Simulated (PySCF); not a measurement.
Two-component Hartree-Fock for Eu (europium, neutral)

Start: [Xe] 4f7 6s2; 4f5/2 filled at m_j = -5/2, -3/2, -1/2, +1/2, +3/2, +5/2; 4f7/2 filled at m_j = +7/2. Calculated with PySCF 2.14 in x2c-QZVPPall-2c: generalised Hartree-Fock with the X2C-1e Hamiltonian and a Gaussian nucleus; one run each with spin-orbit coupling (SO) switched off, then screened by Boettger's factors.

```json
{"spinor shell": "1s1/2", "electrons": "2", "ε, spin-free (eV)": "-48759.8", "ε, screened SO (eV)": "-48751.3", "weight of nominal j (screened SO)": "1.000", "rms radius, screened SO (bohr)": "0.0254"}
{"spinor shell": "2s1/2", "electrons": "2", "ε, spin-free (eV)": "-8125.1", "ε, screened SO (eV)": "-8122.5", "weight of nominal j (screened SO)": "1.000", "rms radius, screened SO (bohr)": "0.103"}
{"spinor shell": "2p1/2", "electrons": "2", "ε, spin-free (eV)": "-7233.5", "ε, screened SO (eV)": "-7689.7", "weight of nominal j (screened SO)": "1.000", "rms radius, screened SO (bohr)": "0.0881"}
{"spinor shell": "2p3/2", "electrons": "4", "ε, spin-free (eV)": "-7233.5", "ε, screened SO (eV)": "-7037.2", "weight of nominal j (screened SO)": "1.000", "rms radius, screened SO (bohr)": "0.0944"}
{"spinor shell": "3s1/2", "electrons": "2", "ε, spin-free (eV)": "-1836.8", "ε, screened SO (eV)": "-1836.0", "weight of nominal j (screened SO)": "1.000", "rms radius, screened SO (bohr)": "0.266"}
{"spinor shell": "3p1/2", "electrons": "2", "ε, spin-free (eV)": "-1553.4", "ε, screened SO (eV)": "-1648.4", "weight of nominal j (screened SO)": "1.000", "rms radius, screened SO (bohr)": "0.257"}
{"spinor shell": "3d3/2", "electrons": "4", "ε, spin-free (eV)": "-1173.7", "ε, screened SO (eV)": "-1191.2", "weight of nominal j (screened SO)": "0.995", "rms radius, screened SO (bohr)": "0.242"}
{"spinor shell": "3d5/2", "electrons": "6", "ε, spin-free (eV)": "-1173.7", "ε, screened SO (eV)": "-1161.4", "weight of nominal j (screened SO)": "0.996", "rms radius, screened SO (bohr)": "0.246"}
{"spinor shell": "4s1/2", "electrons": "2", "ε, spin-free (eV)": "-386.37", "ε, screened SO (eV)": "-386.15", "weight of nominal j (screened SO)": "1.000", "rms radius, screened SO (bohr)": "0.602"}
{"spinor shell": "4p1/2", "electrons": "2", "ε, spin-free (eV)": "-290.56", "ε, screened SO (eV)": "-312.92", "weight of nominal j (screened SO)": "0.966", "rms radius, screened SO (bohr)": "0.621"}
{"spinor shell": "4p3/2", "electrons": "4", "ε, spin-free (eV)": "-290.56", "ε, screened SO (eV)": "-280.71", "weight of nominal j (screened SO)": "0.983", "rms radius, screened SO (bohr)": "0.648"}
{"spinor shell": "4d3/2", "electrons": "4", "ε, spin-free (eV)": "-153.97", "ε, screened SO (eV)": "-159.60", "weight of nominal j (screened SO)": "0.722", "rms radius, screened SO (bohr)": "0.705"}
{"spinor shell": "4d5/2", "electrons": "6", "ε, spin-free (eV)": "-153.97", "ε, screened SO (eV)": "-150.06", "weight of nominal j (screened SO)": "0.815", "rms radius, screened SO (bohr)": "0.711"}
{"spinor shell": "5s1/2", "electrons": "2", "ε, spin-free (eV)": "-54.776", "ε, screened SO (eV)": "-54.742", "weight of nominal j (screened SO)": "1.000", "rms radius, screened SO (bohr)": "1.50"}
{"spinor shell": "5p1/2", "electrons": "2", "ε, spin-free (eV)": "-29.505", "ε, screened SO (eV)": "-32.994", "weight of nominal j (screened SO)": "0.880", "rms radius, screened SO (bohr)": "1.69"}
{"spinor shell": "5p3/2", "electrons": "4", "ε, spin-free (eV)": "-29.505", "ε, screened SO (eV)": "-27.958", "weight of nominal j (screened SO)": "0.940", "rms radius, screened SO (bohr)": "1.81"}
{"spinor shell": "4f5/2", "electrons": "6", "ε, spin-free (eV)": "-14.592", "ε, screened SO (eV)": "-14.578", "weight of nominal j (screened SO)": "0.547", "rms radius, screened SO (bohr)": "1.02"}
{"spinor shell": "4f7/2", "electrons": "1", "ε, spin-free (eV)": "-14.592", "ε, screened SO (eV)": "-14.167", "weight of nominal j (screened SO)": "1.000", "rms radius, screened SO (bohr)": "1.03"}
{"spinor shell": "6s1/2", "electrons": "2", "ε, spin-free (eV)": "-4.904", "ε, screened SO (eV)": "-4.906", "weight of nominal j (screened SO)": "1.000", "rms radius, screened SO (bohr)": "4.90"}
```

Task: Where does 3p3/2 lie, and what is the 3p spin-orbit splitting (screened SO)?

Result: At -1512.1 eV, 136.30 eV above 3p1/2.

| quantity | spin-free | screened SO |
| --- | --- | --- |
| E (hartree) | -10836.80726 | -10843.42888 |
| M_J | 7/2 | 7/2 |
| ⟨J²⟩ | 15.761 | 15.761 |
| ⟨L²⟩ | 0.000 | 0.099 |
| ⟨S²⟩ | 15.761 | 15.708 |

Each row is a mean over spinors that exchange with the open shell spreads, by up to 17.853 eV (4d5/2).

Rows whose weight is well below 1 are mixtures of j = l ± 1/2: exchange outweighs spin-orbit coupling there, and the label is only the starting occupation.

Breit and QED terms are absent; they matter most for the inner s and p1/2 levels.

Densities and radii are taken from the X2C orbitals without a picture-change correction, which distorts them close to the nucleus.

Without spin-orbit coupling the j labels of p, d and f shells carry no meaning; the spin-free column gives the mean over the occupied spinors of each nl shell.
